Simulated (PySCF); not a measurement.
hydrogen cyanide (CHN), singlet, at a GFN2-xTB geometry; CAMB3LYP/aug-cc-pVDZ (PySCF).

The PySCF input:
```python
from pyscf import gto, scf, dft

mol = gto.Mole()
mol.atom = '''
    C    -0.000000   -0.000000   -0.493219
    N     0.000000    0.000000    0.644429
    H    -0.000000   -0.000000   -1.551687
'''
mol.basis = 'aug-cc-pvdz'
mol.charge = 0
mol.spin = 0
mol.verbose = 4
mol.build()

mf = dft.RKS(mol)
mf.xc = 'camb3lyp'
mf.grids.atom_grid = (99, 590)
mf.grids.prune = None
mf.kernel()
```

Output, abridged:

```
PySCF version 2.14.0

[INPUT] verbose = 4
[INPUT] num. atoms = 3
[INPUT] num. electrons = 14
[INPUT] charge = 0
[INPUT] spin (= nelec alpha-beta = 2S) = 0
[INPUT] symmetry False subgroup None
[INPUT] Mole.unit = angstrom
[INPUT] Symbol           X                Y                Z      unit          X                Y                Z       unit  Magmom
[INPUT]  1 C      0.000000000000   0.000000000000  -0.493219000000 AA    0.000000000000   0.000000000000  -0.932048829432 Bohr   0.0
[INPUT]  2 N      0.000000000000   0.000000000000   0.644429000000 AA    0.000000000000   0.000000000000   1.217794316727 Bohr   0.0
[INPUT]  3 H      0.000000000000   0.000000000000  -1.551687000000 AA    0.000000000000   0.000000000000  -2.932263461048 Bohr   0.0

nuclear repulsion = 24.2227105896313
number of shells = 21
number of NR pGTOs = 81
number of NR cGTOs = 55
basis = aug-cc-pvdz
ecp = {}

******** <class 'pyscf.dft.rks.RKS'> ********
method = RKS
initial guess = minao
damping factor = 0
level_shift factor = 0
DIIS = <class 'pyscf.scf.diis.CDIIS'>
diis_start_cycle = 1
diis_space = 8
diis_damp = 0
SCF conv_tol = 1e-09
SCF conv_tol_grad = None
SCF max_cycles = 50
direct_scf = True
direct_scf_tol = 1e-13
XC library pyscf.dft.libxc version 7.1.2
    S. Lehtola, C. Steigemann, M. J. T. Oliveira, and M. A. L. Marques,  SoftwareX 7, 1–5 (2018)
XC functionals = camb3lyp
    T. Yanai, D. P. Tew, and N. C. Handy,  Chem. Phys. Lett. 393, 51 (2004)
radial grids:
    Treutler-Ahlrichs [JCP 102, 346 (1995); DOI:10.1063/1.469408] (M4) radial grids

becke partition: Becke, JCP 88, 2547 (1988); DOI:10.1063/1.454033
pruning grids: None
grids dens level: 3
symmetrized grids: False
atomic radii adjust function: <function treutler_atomic_radii_adjust>
User specified grid scheme (99, 590)
small_rho_cutoff = 0
Set gradient conv threshold to 3.16228e-05
Initial guess from minao.
tot grids = 175232
init E= -93.4912070824467
  HOMO = -0.40918636160605  LUMO = -0.0122950637428059  gap/eV = 10.79996
cycle= 1 E= -93.3450371164386  delta_E= 0.146  |g|= 0.395  |ddm|= 2.57
  HOMO = -0.355289712929061  LUMO = -0.00549348234322311  gap/eV = 9.51844
cycle= 2 E= -93.2699547162222  delta_E= 0.0751  |g|= 0.736  |ddm|= 0.756
  HOMO = -0.434085052052979  LUMO = 0.0081887359175874  gap/eV = 12.03488
cycle= 3 E= -93.3877550750361  delta_E= -0.118  |g|= 0.029  |ddm|= 0.529
  HOMO = -0.442109233926738  LUMO = 0.010921218681486  gap/eV = 12.32759
cycle= 4 E= -93.3879611363793  delta_E= -0.000206  |g|= 0.00756  |ddm|= 0.0427
  HOMO = -0.439763635526087  LUMO = 0.0111529810366302  gap/eV = 12.27007
cycle= 5 E= -93.3879754049164  delta_E= -1.43e-05  |g|= 0.00161  |ddm|= 0.0129
  HOMO = -0.4402353248333  LUMO = 0.0111012315543189  gap/eV = 12.28149
cycle= 6 E= -93.387976241286  delta_E= -8.36e-07  |g|= 0.000259  |ddm|= 0.00213
  HOMO = -0.440224920775708  LUMO = 0.0111016675886626  gap/eV = 12.28122
cycle= 7 E= -93.3879762636848  delta_E= -2.24e-08  |g|= 1.55e-05  |ddm|= 0.00055
  HOMO = -0.440224542165508  LUMO = 0.011102103350523  gap/eV = 12.28122
cycle= 8 E= -93.3879762637731  delta_E= -8.83e-11  |g|= 1.69e-06  |ddm|= 3.57e-05
  HOMO = -0.440224749260423  LUMO = 0.0111021002686864  gap/eV = 12.28123
Extra cycle  E= -93.3879762637738  delta_E= -6.25e-13  |g|= 1.36e-06  |ddm|= 3.22e-06
converged SCF energy = -93.3879762637738
```
